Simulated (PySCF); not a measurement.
## Computed NMR parameters against published values

Atom-mapped SMILES (the numbers label the heavy atoms): `[CH3:1][Si:2]([CH3:3])([CH3:4])[Se:5][Si:6]([CH3:7])([CH3:8])[CH3:9]`; H(Xn) means a hydrogen on atom n.

The experiment to reproduce: δ $^{77}$Se Se5 -337.0; δ $^{29}$Si Si2/Si6 11.8 ppm (measured; solution; U. Herzog, Habilitationsschrift, TU Bergakademie Freiberg, 2002/2003).

Relativity neglected, gas phase, one conformer, one averaged value for each set of equivalent atoms. B3LYP/pcSseg-1 with gauge-including orbitals; geometry from PBE0-D3(BJ)/def2-SVP; PySCF 2.14.0 with density-fitted response routines.

Task: Set the calculated values beside the experiment.

Result: 
Reference values: measured (solution; U. Herzog, Habilitationsschrift, TU Bergakademie Freiberg, 2002/2003).
```tsv
atoms	quantity	reference	computed
Se5	δ $^{77}$Se vs Me2Se	-337.0	-467.3
Si2/Si6	δ $^{29}$Si vs TMS	11.8	26.3
```

Computed shifts are σ(ref) − σ with the named reference compound (TMS for H and C) calculated as an isolated molecule at the same level.

Relativistic effects, spin–orbit coupling among them, are left out; they matter for Se and for the light atoms bonded to it.
